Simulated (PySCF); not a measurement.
# Dipole moment and polarisability of `C=C(OCF)[S@](C)=O`

Species: C4H7FO2S.
Atom-mapped SMILES: `[CH2:1]=[C:2]([O:3][CH2:4][F:5])[S@:6]([CH3:7])=[O:8]` (hydrogens: H9, H10 on C1; H11, H12 on C4; H13, H14, H15 on C7)

Geometry (GFN2-xTB, Å), atoms numbered from 1 in this order:
```xyz
15
C4H7FO2S angstrom
C      0.5502    0.6702    1.2192
C     -0.1702    0.0189    0.3296
O      0.0421   -1.2075   -0.2523
C      1.1978   -1.8792    0.0699
F      1.1779   -2.3186    1.3653
S     -1.7648    0.7146   -0.2715
C     -1.1278    0.9736   -1.9900
O     -1.8466    2.0408    0.3340
H      1.4652    0.3121    1.6571
H      0.1862    1.6298    1.5432
H      2.0969   -1.2511   -0.0330
H      1.2477   -2.7652   -0.5725
H     -0.2963    1.6688   -1.9590
H     -0.8258    0.0117   -2.3864
H     -1.9370    1.3892   -2.5812
```

Level: wB97X-D/def2-SVPD (PySCF), static field, nuclei fixed, core orbitals frozen in the response. The polarisability tensor in these axes (au):

```
x   77.12 -9.38  8.96
y   -9.38 77.99  3.04
z    8.96  3.04 81.69
```

Question: Give the principal values, the mean and the anisotropy Δα = √{½[(α1 − α2)² + (α2 − α3)² + (α1 − α3)²]}.

Answer: Principal values 63.87, 82.84 and 90.10 au; mean 78.93 au = 11.70 Å³ = 13.01 × 10⁻⁴⁰ C²·m²/J; Δα = 23.45 au (30 % of the mean).

Question: What is the dipole moment, and where does it point?

Answer: (2.58, -1.81, -3.01) D, 4.36 D in size, pointing from the negative to the positive side. Measured along this direction, the outermost atoms are O8 at the negative end and H12 at the positive end.

Question: Refractivity n − 1 of an ideal gas of it at 400 K and 1 atm, from the electronic α?

Answer: N = p/kT = 1.8347 × 10¹⁹ cm⁻³, so n − 1 = 2π × N × 11.70 × 10⁻²⁴ cm³ = 1348 × 10⁻⁶ at long wavelengths.

Question: Traceless (Buckingham) quadrupole moment about the centre of nuclear charge: eigenvalues?

Answer: -10.08, 2.08, 8.00 D·Å. The values depend on the origin, since the dipole doesn't vanish. The electronic extent ⟨r²⟩ about the same centre is 1309 bohr², a root-mean-square distance of 2.26 Å for the 72 electrons.

Question: Find the Langevin capture rate constant for O2+ (31.990 u) meeting this molecule (138.015 u), k = 2.342 × 10⁻⁹ cm³/s × √(α in Å³ / reduced mass in u).

Answer: The reduced mass is 25.97 u, so k = 1.57 × 10⁻⁹ cm³/s. The formula leaves out the permanent dipole, which adds to the capture rate.

One conformer (not necessarily the lowest) at the GFN2-xTB geometry, without solvent, vibrations or thermal averaging.
